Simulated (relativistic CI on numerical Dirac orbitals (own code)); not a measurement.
# Crystal-field levels of Cr3+, 3d3

Calculated by Dirac-Coulomb-Breit CI, separate exchange-only KLI orbitals for each configuration, model QED (radiative potential, 1s self-energy scaled to tabulated hydrogen-like ionisation energies), valence Slater integrals scaled by 0.75, one configuration in a parametric crystal field (own radial code).

Field parameters in Wybourne normalisation: Td as Oh with Dq negative (B⁴₀ = 21Dq, B⁴₄ = √(5/14) B⁴₀). The field is a parameter set, without covalency.

S and J are read from ⟨S²⟩ = S(S + 1) and ⟨J²⟩ = J(J + 1) of each level; they are not fictitious spins.

Td, 10Dq = -1800 cm⁻¹, the lowest 16 levels:

| E (cm⁻¹) | Degeneracy | Irrep | S | J |
| --- | --- | --- | --- | --- |
| 0.0 | 4 | Γ8 | 1.50 | 2.42 |
| 65.0 | 2 | Γ7 | 1.50 | 2.80 |
| 347 | 4 | Γ8 | 1.50 | 3.61 |
| 559 | 2 | Γ6 | 1.50 | 4.26 |
| 1651 | 2 | Γ7 | 1.50 | 3.25 |
| 1674 | 4 | Γ8 | 1.50 | 3.28 |
| 1821 | 2 | Γ6 | 1.50 | 3.78 |
| 1870 | 4 | Γ8 | 1.50 | 4.04 |
| 3592 | 4 | Γ8 | 1.50 | 3.81 |
| 13300 | 4 | Γ8 | 0.50 | 3.92 |
| 13799 | 2 | Γ7 | 0.50 | 3.50 |
| 14052 | 4 | Γ8 | 0.50 | 4.30 |
| 14058 | 2 | Γ6 | 0.54 | 3.90 |
| 14136 | 2 | Γ6 | 1.48 | 0.79 |
| 14231 | 4 | Γ8 | 1.43 | 1.84 |
| 14337 | 4 | Γ8 | 0.61 | 4.23 |

Td, 10Dq = -3300 cm⁻¹, the lowest 16 levels:

```csv
E (cm⁻¹),Degeneracy,Irrep,S,J
0.0,4,Γ8,1.50,2.61
43.0,2,Γ7,1.50,2.84
335,4,Γ8,1.50,3.72
534,2,Γ6,1.50,4.29
2893,2,Γ7,1.50,3.22
2928,4,Γ8,1.50,3.31
3062,2,Γ6,1.50,3.73
3088,4,Γ8,1.50,3.90
6315,4,Γ8,1.50,3.68
12278,4,Γ8,0.50,4.03
14122,2,Γ7,0.50,3.51
14274,2,Γ6,0.50,4.20
14297,4,Γ8,0.50,4.18
14605,4,Γ8,0.51,4.42
15159,2,Γ6,1.49,0.62
15260,4,Γ8,1.48,1.56
```

Td, 10Dq = -4750 cm⁻¹, the lowest 10 levels:

| E (cm⁻¹) | Degeneracy | Irrep | S | J |
| --- | --- | --- | --- | --- |
| 0.0 | 4 | Γ8 | 1.50 | 2.69 |
| 34.8 | 2 | Γ7 | 1.50 | 2.85 |
| 328 | 4 | Γ8 | 1.50 | 3.75 |
| 521 | 2 | Γ6 | 1.50 | 4.29 |
| 4147 | 2 | Γ7 | 1.50 | 3.20 |
| 4185 | 4 | Γ8 | 1.50 | 3.33 |
| 4316 | 2 | Γ6 | 1.50 | 3.71 |
| 4332 | 4 | Γ8 | 1.50 | 3.83 |
| 9010 | 4 | Γ8 | 1.50 | 3.63 |
| 11029 | 4 | Γ8 | 0.50 | 4.04 |

Td, 10Dq = -6250 cm⁻¹, the lowest 16 levels:

| E (cm⁻¹) | Degeneracy | Irrep | S | J |
| --- | --- | --- | --- | --- |
| 0.0 | 4 | Γ8 | 1.50 | 2.74 |
| 31.1 | 2 | Γ7 | 1.50 | 2.86 |
| 323 | 4 | Γ8 | 1.50 | 3.76 |
| 511 | 2 | Γ6 | 1.50 | 4.28 |
| 5478 | 2 | Γ7 | 1.50 | 3.20 |
| 5518 | 4 | Γ8 | 1.50 | 3.34 |
| 5647 | 2 | Γ6 | 1.50 | 3.70 |
| 5658 | 4 | Γ8 | 1.50 | 3.80 |
| 9643 | 4 | Γ8 | 0.50 | 4.04 |
| 11833 | 4 | Γ8 | 1.50 | 3.60 |
| 14326 | 2 | Γ6 | 0.50 | 4.44 |
| 14450 | 4 | Γ8 | 0.50 | 4.26 |
| 14465 | 2 | Γ7 | 0.50 | 3.54 |
| 14794 | 4 | Γ8 | 0.51 | 4.32 |
| 17376 | 2 | Γ6 | 1.46 | 0.87 |
| 17439 | 4 | Γ8 | 1.43 | 1.72 |

Td, 10Dq = -7700 cm⁻¹, the lowest 16 levels:

| E (cm⁻¹) | Degeneracy | Irrep | S | J |
| --- | --- | --- | --- | --- |
| 0.0 | 4 | Γ8 | 1.50 | 2.77 |
| 29.9 | 2 | Γ7 | 1.50 | 2.86 |
| 319 | 4 | Γ8 | 1.50 | 3.76 |
| 504 | 2 | Γ6 | 1.50 | 4.26 |
| 6789 | 2 | Γ7 | 1.50 | 3.19 |
| 6829 | 4 | Γ8 | 1.50 | 3.35 |
| 6959 | 2 | Γ6 | 1.50 | 3.70 |
| 6964 | 4 | Γ8 | 1.50 | 3.77 |
| 8267 | 4 | Γ8 | 0.51 | 4.03 |
| 14293 | 2 | Γ6 | 0.50 | 4.50 |
| 14409 | 4 | Γ8 | 0.68 | 4.19 |
| 14543 | 2 | Γ7 | 0.50 | 3.56 |
| 14569 | 4 | Γ8 | 1.26 | 3.86 |
| 14875 | 4 | Γ8 | 0.73 | 4.13 |
| 18391 | 2 | Γ6 | 1.14 | 1.67 |
| 18420 | 4 | Γ8 | 1.18 | 2.22 |

The free-ion ground term has S = 3/2. Every field shown keeps that spin.

Levels of this model without a field, named by their leading LS term (the scale mimics covalency, so terms lie below those of the real free ion): ⁴F3/2 0, ⁴F5/2 223, ⁴F7/2 522, ⁴F9/2 889, ⁴P1/2 13235, ⁴P3/2 13341, ²G7/2 13428, ⁴P5/2 13624 cm⁻¹.
